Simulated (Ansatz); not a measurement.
A structure relaxed at PBE-D4/def2-SVP in Ansatz, charge 0, singlet:

| atom | x (Å) | y (Å) | z (Å) |
| --- | --- | --- | --- |
| Mo1 | 0.006 | 0.213 | -0.120 |
| Ge2 | -0.858 | 0.166 | 2.502 |
| Ge3 | 0.069 | -2.113 | 1.852 |
| Ge4 | -1.663 | 2.311 | 1.375 |
| Ge5 | 1.715 | -0.178 | 2.014 |
| Ge6 | 2.499 | -0.385 | -0.761 |
| Ge7 | -0.444 | -2.414 | -0.585 |
| Ge8 | -0.457 | 0.427 | -2.707 |
| Ge9 | 0.332 | 2.698 | -0.198 |
| Ge10 | 2.588 | 1.729 | 0.557 |
| Ge11 | 1.105 | -1.620 | -2.393 |
| Ge12 | -2.614 | 0.321 | 0.213 |
| Ge13 | -2.277 | -1.154 | -1.748 |

Give its formula and point group.

the cluster Ge12Mo. Point group Cs (tolerance 0.1 Å).

Summarise the bond lengths by kind (pairs closer than 1.2 times the sum of covalent radii, bridged metal pairs left out).

16 × Ge–Ge 2.48 to 2.64 Å; 12 × Ge–Mo 2.51 to 3.12 Å. The metal has 12 neighbours: Ge 2.76 Å, Ge 3.05 Å, Ge 3.07 Å, Ge 2.76 Å, Ge 2.64 Å, Ge 2.71 Å, Ge 2.64 Å, Ge 2.51 Å, Ge 3.07 Å, Ge 3.12 Å, Ge 2.64 Å, Ge 3.12 Å.

In the def2 sets Mo takes a core potential; there is no spin–orbit coupling. Single mean-field runs in def2-SVP are fitted with def2-universal-jkfit. The restricted singlet is unstable towards broken spin symmetry in Hartree–Fock (as tested in another run); at PBE-D4/def2-SVP this wasn't settled. Another isomer (singlet) lies 1.35 eV lower at PBE0-D4/def2-TZVP; other spin states weren't run for this one.
